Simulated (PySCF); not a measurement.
Relaxation of singlet SbH₃

Method: PBE0/[Sb x2c-TZVPall, H x2c-TZVPall], spin-free X2C, density fitting, no spin–orbit coupling, PySCF. A (50,194) grid was used.

A hand-made trigonal planar start, of D3h symmetry, held to at least that symmetry:

Coordinates in bohr (charge 0 multiplicity 1):
```
Sb    0.0000    0.0000    0.0000
H     3.2504    0.0000    0.0000
H    -1.6252    2.8149    0.0000
H    -1.6252   -2.8149    0.0000
```

Q: What forces act on the atoms at the start (eV/Å)?

A: 
| atom | Fx | Fy | Fz |
| --- | --- | --- | --- |
| Sb1 | 0.00 | 0.00 | 0.00 |
| H2 | -1.14 | 0.00 | 0.00 |
| H3 | 0.57 | -0.99 | 0.00 |
| H4 | 0.57 | 0.99 | 0.00 |

Q: What does it relax to?

A: It ends at D3h with Sb–H 1.643 Å (×3); H–Sb–H 120.0° (×3). A frequency run shows 1 imaginary mode, down to 1119i cm⁻¹, so it is a saddle point.

Q: How much energy is released, and in how many steps?

A: 13.4 kJ/mol in 4 steps.

The relaxation took about 27 core-seconds on a shared host.
